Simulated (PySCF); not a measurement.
Working with the constants of HgP⁺

r²SCAN constants of HgP⁺, ³Σ⁻ (triplet), unpaired electrons π ↑↑ (Hg def2-SVP with ECP60, P def2-SVP; scalar-relativistic core potentials (PySCF 2.14); masses 201.9706 and 30.9738 u):

```
ωe            : 261.1 cm⁻¹
ωexe          : 1.28 cm⁻¹
Be            : 0.10444 cm⁻¹
αe            : 0.000670 cm⁻¹
De to Hg⁺ + P : 2.43 eV
```

What force constant and bond length do these constants imply?

Reduced mass μred = 26.855 u; k = 5.8918×10⁻⁷·μred·ωe² (u, cm⁻¹, mdyn/Å) = 1.08 mdyn/Å; Re = √(16.8576/(μred·Be)) (u, cm⁻¹, Å) = 2.452 Å.

Estimate the centrifugal constant D from the Kratzer relation and find the Dunham coefficient a1.

D = 4Be³/ωe² = 6.68e-08 cm⁻¹; a1 = −1 − αeωe/(6Be²) = -3.67.

These are scalar-relativistic numbers at best; spin–orbit coupling would shift them, the dissociation energy most. For an ion De counts to the pair picked by the measured ionisation energies or electron affinities, which need not be the lowest pair at this level. The state is the lowest determinant that a PBE0 search found; another state may lie lower at other levels.
